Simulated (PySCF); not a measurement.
Two-component Hartree-Fock for Mo⁺ (molybdenum, charge +1)

Start: [Kr] 4d4 5s1; 4d5/2 filled at m_j = -1/2, +1/2, +3/2, +5/2; 5s1/2 filled at m_j = +1/2. Calculated with PySCF 2.14 in x2c-TZVPall-2c: generalised Hartree-Fock with the X2C-1e Hamiltonian and a Gaussian nucleus; one run each with spin-orbit coupling (SO) switched off, then screened by Boettger's factors. This is a chosen level, not necessarily the ground level.

| spinor shell | electrons | ε, spin-free (eV) | ε, screened SO (eV) | weight of nominal j (screened SO) | rms radius, screened SO (bohr) |
| --- | --- | --- | --- | --- | --- |
| 1s1/2 | 2 | -20117.9 | -20116.8 | 1.000 | 0.0404 |
| 2s1/2 | 2 | -2925.9 | -2925.6 | 1.000 | 0.166 |
| 2p1/2 | 2 | -2610.3 | -2683.8 | 1.000 | 0.145 |
| 2p3/2 | 4 | -2610.3 | -2575.8 | 1.000 | 0.149 |
| 3s1/2 | 2 | -539.19 | -539.14 | 1.000 | 0.456 |
| 3p1/2 | 2 | -432.88 | -445.50 | 1.000 | 0.455 |
| 3p3/2 | 4 | -432.88 | -426.98 | 1.000 | 0.465 |
| 3d3/2 | 4 | -259.97 | -262.04 | 0.975 | 0.452 |
| 3d5/2 | 6 | -259.97 | -258.58 | 0.983 | 0.455 |
| 4s1/2 | 2 | -89.666 | -89.673 | 1.000 | 1.18 |
| 4p1/2 | 2 | -58.121 | -61.899 | 0.683 | 1.32 |
| 4p3/2 | 4 | -58.121 | -56.313 | 0.841 | 1.32 |
| 4d5/2 | 4 | -19.354 | -19.337 | 0.675 | 1.92 |
| 5s1/2 | 1 | -13.863 | -13.868 | 1.000 | 3.40 |

```
   quantity    spin-free  screened SO
E (hartree)  -4045.66988  -4046.14255
        M_J          9/2          9/2
       ⟨J²⟩       24.757       24.758
       ⟨L²⟩        6.005        6.039
       ⟨S²⟩        8.752        8.741
```

Each row is a mean over spinors that exchange with the open shell spreads, by up to 8.511 eV (4p3/2).

Rows whose weight is well below 1 are mixtures of j = l ± 1/2: exchange outweighs spin-orbit coupling there, and the label is only the starting occupation.

Breit and QED terms are absent; they matter most for the inner s and p1/2 levels.

Densities and radii are taken from the X2C orbitals without a picture-change correction, which distorts them close to the nucleus.

Without spin-orbit coupling the j labels of p, d and f shells carry no meaning; the spin-free column gives the mean over the occupied spinors of each nl shell.
